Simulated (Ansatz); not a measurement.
Isomers of C₃H₆BI, relaxed with PBE0-D4/def2-TZVP in Ansatz; electronic energies, one conformer each and not always the lowest. Functionals use def2-TZVPP; CBS adds triple-zeta CCSD(T) − MP2 to the MP2 limit of def2-TZVPP and def2-QZVPP.

Elements past krypton have def2 core potentials. Outer-core shells of I are correlated without core-valence functions. Spin–orbit coupling is left out.

(1) Order them by energy at frozen-core CCSD(T)/CBS, lowest first. (Best estimate.)
A. `CC1(I)BC1`
B. `C=C(I)BC`
C. `BC(=C)CI`

(2) How do B3LYP-D4, B3LYP, HF/CBS(def2), MP2/CBS(def2) place them (kJ/mol, against `C=C(I)BC`)? (An estimate is asked.)

Results:

(1) B (0.0 kJ/mol), C (47.9 kJ/mol), A (92.6 kJ/mol).

(2) Ansatz gave: 
```csv
isomer,B3LYP-D4,B3LYP,HF/CBS(def2),MP2/CBS(def2)
`CC1(I)BC1`,103.0,104.9,125.2,78.9
`BC(=C)CI`,48.7,49.4,37.8,48.9
```

B3LYP here is the variant with VWN-RPA as its local correlation; programs differ in this.
